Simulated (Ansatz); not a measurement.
`C[SiH](N)N` and `C[SiH](N)[AlH][Cl]` differ in one atom or group.

Ansatz, PBE0-D4/def2-TZVP geometries, multiplicity 1. Each molecule was computed in one conformer, which needn't be the lowest.

```tsv
property	`C[SiH](N)N`
HOMO–LUMO gap (PBE0/def2-TZVPP) / eV	8.08
HOMO–LUMO gap (PBE/def2-TZVPP) / eV	5.87
LUMO energy (B3LYP/def2-TZVPP) / eV	0.70
HOMO–LUMO gap (ωB97M-V/def2-TZVPP) / eV	11.81
size of the dipole moment (PBE/def2-TZVPP) / D	0.57
size of the dipole moment (B3LYP/def2-TZVPP) / D	0.50
```

Question: Give the same properties after the change, and the shifts. (An estimate is asked.)

Answer: Ansatz gave: 
| property | `C[SiH](N)[AlH][Cl]` | shift |
| --- | --- | --- |
| HOMO–LUMO gap (PBE0/def2-TZVPP) / eV | 5.34 | -2.74 |
| HOMO–LUMO gap (PBE/def2-TZVPP) / eV | 3.37 | -2.50 |
| LUMO energy (B3LYP/def2-TZVPP) / eV | -1.90 | -2.60 |
| HOMO–LUMO gap (ωB97M-V/def2-TZVPP) / eV | 9.05 | -2.76 |
| size of the dipole moment (PBE/def2-TZVPP) / D | 2.58 | 2.01 |
| size of the dipole moment (B3LYP/def2-TZVPP) / D | 2.62 | 2.12 |

Dipoles are sizes alone; their direction can turn.

B3LYP here is the variant with VWN-RPA as its local correlation; programs differ in this.
